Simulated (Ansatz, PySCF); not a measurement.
Species: sum formula HSiO₂, net charge 0, doublet state. It need not be the lowest isomer of its formula. 
Structure (B3LYP-D3(BJ)/def2-TZVP (Ansatz, an electronic-structure program) minimum search):
```
Si
O 1 1.5275
O 1 1.6395 2 124.53
H 3 0.9641 1 118.29 2 -180.00
```
Charge 0, spin multiplicity 2.

Total electronic energies in hartree. Valence correlation only, unless marked. Open shells are spin-unrestricted. No spin-orbit coupling. Non-relativistic. Basis-set limits of correlation are two-point, X^-3; Hartree-Fock from the larger set. [CCSD(T)-MP2]/basis is that difference in the basis named.

```csv
level,program,energy (Eh)
RI-HF/cc-pV(T+d)Z,Ansatz,-439.33084
SVWN5/def2-TZVPD,Ansatz,-438.42535
BLYP-D3(BJ)/def2-TZVPD,Ansatz + dftd3,-440.63480
TPSS-D3(BJ)/def2-TZVPD,PySCF + dftd3,-440.67482
B3LYP-D3(BJ)/def2-TZVPD,Ansatz + dftd3,-440.65960
B3LYP-D4/def2-TZVPD,Ansatz + dftd4,-440.65951
r2SCAN0/def2-TZVPD,Ansatz,-440.50509
MN15-D3(BJ)/def2-TZVPD,PySCF + dftd3,-440.38183
CAM-B3LYP-D4/def2-TZVPD,Ansatz + dftd4,-440.59769
LC-wPBE-D4/def2-TZVPD,Ansatz + dftd4,-440.44630
B2GP-PLYP-D3(BJ)/def2-TZVPD,Ansatz + dftd3,-440.35901
B2GP-PLYP/def2-TZVPD,Ansatz,-440.35742
B2PLYP-D3(BJ)/def2-TZVPD,Ansatz + dftd3,-440.42933
B2PLYP/def2-TZVPD,Ansatz,-440.42763
MP2/aug-cc-pV(D+d)Z,Ansatz,-439.76330
RI-MP2/cc-pV(T+d)Z,Ansatz,-439.90612
"RI-MP2/CBS(aug-cc-pV(T+d)Z,aug-cc-pV(Q+d)Z)",Ansatz,-440.0042
"RI-MP2/CBS(cc-pV(T+d)Z,cc-pV(Q+d)Z)",Ansatz,-440.0017
SCS-MP2/STO-3G,Ansatz,-433.89406
SCS-MP2/cc-pV(D+d)Z,Ansatz,-439.68943
CCSD(T)/cc-pVDZ,PySCF,-439.71206
"RI-MP2/CBS(aug-cc-pV(T+d)Z,aug-cc-pV(Q+d)Z)+[CCSD(T)-MP2]/aug-cc-pV(D+d)Z",Ansatz,-440.0275
"RI-MP2/CBS(aug-cc-pV(T+d)Z,aug-cc-pV(Q+d)Z)+[CCSD(T)-MP2]/aug-cc-pV(T+d)Z",Ansatz,-440.0304
```

Totals of different functionals don't rank their quality; only differences between species are comparable.
